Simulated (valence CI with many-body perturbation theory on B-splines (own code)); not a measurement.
## From CI to CI+MBPT in Rb XXXIII

Computed by relativistic CI+MBPT: three valence electrons over a frozen Dirac-Fock core [He], radial functions for each j: 11 s, 11 p, 9 d, 7 f, 5 g, 2 h, 1 i, with the one-electron correlation potential Σ1, the two-electron term Σ2, the three-electron term Σ3, Breit, model QED; selected CI, second order for the rest (own B-spline code, finite nucleus).

No measured spectrum was set against this ion. As an estimate, large intervals hold to a few tenths of a per cent, small ones and those within an open d or f shell to about a per cent.

Each rung adds one term. CI alone is the Dirac-Coulomb CI over the frozen core; QED comes last and gives the full result, which names the levels. Energies are above (2s^2 2p1/2) J=1/2 on the same rung, in × 10³ cm⁻¹.

Levels are named by their leading jj configuration (3d3/2^4 stands for four electrons in 3d with j = 3/2), which in mixed levels can hold well under half, so a name can repeat and another be missing. Letters in brackets count levels of one name in rising energy.

```
                     Level  CI alone
        (2s^2 2p3/2) J=3/2    566.84
        (2s 2p1/2^2) J=1/2    731.82
(2s 2p1/2 2p3/2) J=3/2 [a]    1106.9
    (2s 2p1/2 2p3/2) J=5/2    1266.3
(2s 2p1/2 2p3/2) J=3/2 [b]    1543.1
    (2s 2p1/2 2p3/2) J=1/2    1605.2
        (2s 2p3/2^2) J=5/2    1839.8
        (2s 2p3/2^2) J=1/2    2204.1
        (2s 2p3/2^2) J=3/2    2223.5
     (2p1/2^2 2p3/2) J=3/2    2401.4
     (2p1/2 2p3/2^2) J=3/2    2839.4
     (2p1/2 2p3/2^2) J=5/2    2952.3
     (2p1/2 2p3/2^2) J=1/2    3145.7
           (2p3/2^3) J=3/2    3593.4
           (2s^2 3s) J=1/2     18018
        (2s^2 3p1/2) J=1/2     18298
```

Problem. What do these energies become with core correlation, Breit and QED?

Solution. (2s^2 2p3/2) J=3/2 554.93 (-11.92); (2s 2p1/2^2) J=1/2 730.15 (-1.68); (2s 2p1/2 2p3/2) J=3/2 [a] 1095.5 (-11.37); (2s 2p1/2 2p3/2) J=5/2 1244.4 (-21.90); (2s 2p1/2 2p3/2) J=3/2 [b] 1525.4 (-17.69); (2s 2p1/2 2p3/2) J=1/2 1594.1 (-11.10); (2s 2p3/2^2) J=5/2 1812.9 (-26.89); (2s 2p3/2^2) J=1/2 2185.3 (-18.87); (2s 2p3/2^2) J=3/2 2195.8 (-27.71); (2p1/2^2 2p3/2) J=3/2 2382.9 (-18.50); (2p1/2 2p3/2^2) J=3/2 2812.7 (-26.66); (2p1/2 2p3/2^2) J=5/2 2915.7 (-36.56); (2p1/2 2p3/2^2) J=1/2 3122.2 (-23.59); (2p3/2^3) J=3/2 3555.3 (-38.06); (2s^2 3s) J=1/2 18002 (-16.72); (2s^2 3p1/2) J=1/2 18281 (-16.86).

Problem. How does the ionisation energy move along the ladder, and which term matters most?

Solution. CI alone 3992.6, + Σ1 3992.9, + Σ2 3992.9, + Σ3 3992.8, + Breit 3989.5, + QED 3989.6 eV. The largest step is Breit, -3.3 eV. NIST lists 3988 ± 3 eV (semi-empirical).
